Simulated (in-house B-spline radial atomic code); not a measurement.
Inner levels of palladium as electrons are removed. A shift is the extra binding of the orbital against the neutral atom ([Kr] 4d10). Computed with an all-electron radial atomic-structure program (B-spline basis): non-relativistic Hartree-Fock, average of the configuration, point nuclei.

This level leaves out relativity, spin-orbit splitting included, which matters for heavy ions.

```tsv
ion	configuration	shift of 3d (eV)	shift of 3s (eV)	shift of 2s (eV)	radius of 3d (bohr)	radius of 3s (bohr)	radius of 2s (bohr)	Σ<r²> (bohr²)	change of density at nucleus (bohr⁻³)
Pd6+	[Kr] 4d4	102.84	103.03	104.39	0.3559	0.38888	0.14354	18.039	21.065
Pd7+	[Kr] 4d3	125.38	125.59	127.65	0.35562	0.38868	0.14354	15.974	27.684
Pd8+	[Kr] 4d2	?	?	?	?	?	?	?	?
Pd9+	[Kr] 4d1	174.16	174.37	178.38	0.35485	0.38816	0.14352	12.452	43.288
Pd10+	[Ar] 3d10 4s2 4p6	200.32	200.5	205.77	0.35434	0.38783	0.14351	10.93	52.237
Pd11+	[Ar] 3d10 4s2 4p5	?	?	?	?	?	?	?	?
Pd12+	[Ar] 3d10 4s2 4p4	259.16	258.76	267.54	0.35289	0.38704	0.14347	8.5578	77.304
Pd13+	[Ar] 3d10 4s2 4p3	?	?	?	?	?	?	?	?
Pd14+	[Ar] 3d10 4s2 4p2	321.27	320.15	333.15	0.35123	0.38611	0.14343	6.4456	104.78
Pd15+	[Ar] 3d10 4s2 4p1	353.51	351.99	367.36	0.35034	0.38559	0.1434	5.4732	119.43
Pd16+	[Ar] 3d10 4s2	386.52	384.56	402.48	0.34939	0.38505	0.14337	4.5504	134.68
Pd17+	[Ar] 3d10 4s1	420.77	417.55	438.33	0.3484	0.38519	0.14337	3.7102	-1.5993
Pd18+	[Ar] 3d10	455.72	451.18	474.99	0.34738	0.38483	0.14337	2.9075	-146.83
Pd19+	[Ar] 3d9	518.01	508.86	548.78	0.34175	0.38157	0.14327	2.6936	-116.23
Pd20+	[Ar] 3d8	581.91	567.78	624.75	0.33634	0.37831	0.14315	2.4927	-84.152
Pd21+	[Ar] 3d7	647.42	627.9	702.86	0.33114	0.37508	0.14303	2.3035	-50.583
```

Q: Fill in the row of Pd8+.

A: shift of 3d (eV): 149.17; shift of 3s (eV): 149.38; shift of 2s (eV): 152.33; radius of 3d (bohr): 0.35527; radius of 3s (bohr): 0.38844; radius of 2s (bohr): 0.14353; Σ<r²> (bohr²): 14.124; change of density at nucleus (bohr⁻³): 35.099.

Q: Fill in the row of Pd11+.

A: shift of 3d (eV): 229.33; shift of 3s (eV): 229.23; shift of 2s (eV): 236.17; radius of 3d (bohr): 0.35364; radius of 3s (bohr): 0.38745; radius of 2s (bohr): 0.14349; Σ<r²> (bohr²): 9.7082; change of density at nucleus (bohr⁻³): 64.47.

Q: Fill in the row of Pd13+.

A: shift of 3d (eV): 289.82; shift of 3s (eV): 289.07; shift of 2s (eV): 299.88; radius of 3d (bohr): 0.35209; radius of 3s (bohr): 0.38659; radius of 2s (bohr): 0.14345; Σ<r²> (bohr²): 7.4722; change of density at nucleus (bohr⁻³): 90.74.
